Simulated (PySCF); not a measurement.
Calculation: M06-2X/def2-TZVP // PBE0-D3(BJ)/def2-TZVP (PySCF). Gas-phase values, no solvent. 

Reference species (SMILES): `[AlH3]` (neutral, multiplicity 1).

```
Quantity          Value
-------------  --------
LUMO           -1.20 eV
HOMO–LUMO gap   8.52 eV
```

Changed species: `[F][AlH][F]` (whole molecule; the reference has whole molecule).

Task: Give the shifts of the LUMO and HOMO–LUMO gap.

Result: the LUMO goes up by 0.73 eV, to -0.47 eV; the HOMO–LUMO gap increases by 2.50 eV, to 11.02 eV.
